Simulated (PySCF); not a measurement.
C₆ coefficients of unlike pairs at PBE0

Calculated with PySCF 2.14 from the dipole response of each species, C₆(A,B) = (3/π) ∫ α_A(iu) α_B(iu) du, in atomic units, from isotropic polarisabilities. For ions this is the dispersion term alone; charge-induced terms of lower order in 1/R come first.

```
species           configuration                                                                           basis      relativity  α (bohr³)  C₆ (like pair)
   Pd²⁺           [Kr] 4d8 (3F)  x2c-TZVPPall with one added diffuse shell each of s, p, d, f type (9s7p7d3f1g)   spin-free X2C      6.572           34.21
   Xe²⁺  [Kr] 4d10 5s2 5p4 (3P)    x2c-TZVPPall with one added diffuse shell each of s, p, d, f type (9s7p5d3f)   spin-free X2C      12.77           91.68
    Kr⁺  [Ar] 3d10 4s2 4p5 (2P)                                     aug-cc-pwCVTZ-PP with ECP10MDF (8s7p6d4f1g)  core potential      10.88           67.51
    Nb⁺           [Kr] 4d4 (5D)  x2c-TZVPPall with one added diffuse shell each of s, p, d, f type (9s7p7d3f1g)   spin-free X2C      25.84           166.2
```

Task: Estimate C₆ for Nb⁺ with Xe²⁺.

Result: The integral gives 119.2. The combination rule 2 C_A C_B / (C_A α_B/α_A + C_B α_A/α_B) gives 113.8 and the geometric mean 123.4.

No spin-orbit coupling is included.

The other pairs:

```json
{"pair": "Nb⁺, Kr⁺", "C₆": "102.2"}
{"pair": "Xe²⁺, Pd²⁺", "C₆": "55.01"}
{"pair": "Nb⁺, Pd²⁺", "C₆": "69.28"}
{"pair": "Kr⁺, Xe²⁺", "C₆": "78.63"}
{"pair": "Kr⁺, Pd²⁺", "C₆": "47.08"}
```
